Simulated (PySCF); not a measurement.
# Two-component Hartree-Fock for Br⁷⁺ (bromine, charge +7)

Start: [Ar] 3d10. Calculated with PySCF 2.14 in an uncontracted even-tempered set (18 s from 0.34 bohr⁻², ratio 2.8; 13 p from 0.45 bohr⁻², ratio 2.8; 9 d from 0.45 bohr⁻², ratio 2.8; 4 f from 3.8 bohr⁻², ratio 3): generalised Hartree-Fock with the X2C-1e Hamiltonian and a Gaussian nucleus; spin-orbit coupling (SO) screened by Boettger's factors.

```
spinor shell  electrons  ε, screened SO (eV)  weight of nominal j (screened SO)  rms radius, screened SO (bohr)
       1s1/2          2             -13671.7                              1.000                          0.0492
       2s1/2          2              -1937.2                              1.000                           0.205
       2p1/2          2              -1749.9                              1.000                           0.180
       2p3/2          4              -1701.5                              1.000                           0.184
       3s1/2          2              -386.10                              1.000                           0.587
       3p1/2          2              -319.31                              1.000                           0.597
       3p3/2          4              -311.93                              1.000                           0.607
       3d3/2          4              -195.87                              1.000                           0.630
       3d5/2          6              -194.68                              1.000                           0.634
```

```tsv
quantity	screened SO
E (hartree)	-2591.29812
M_J	0
⟨J²⟩	0.000
⟨L²⟩	0.003
⟨S²⟩	0.003
```
